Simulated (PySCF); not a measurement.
## How methods differ on the excitation energy of Ne⁺

Ne⁺ [He] 2s2 2p5 (2P) → Ne⁺ [He] 2s1 2p6 (2S), as a difference of total energies. All numbers are calculated (PySCF 2.14, the non-relativistic Hamiltonian (point nucleus), in aug-cc-pVDZ (4s3p2d, 23 functions)). Correlated levels: valence: 1s2 frozen. The calculations carry no spin-orbit coupling.

```tsv
method	excitation energy (eV)
UHF	29.694
MP2 (valence)	27.686
SCS-MP2 (valence)	27.522
CCSDT (valence)	26.995
```

Q: Estimate what CCSD (valence) gives.

A: 27.124 eV, closest to CCSDT (valence) among the rows shown.

Q: Estimate what CCSD(T) (valence) gives.

A: 27.009 eV, closest to CCSDT (valence) among the rows shown.

Errors of the correlated levels include the incompleteness of this basis and the frozen core.

For comparison: 26.878 eV (measured; NIST levels, between the centres of gravity of the two terms).
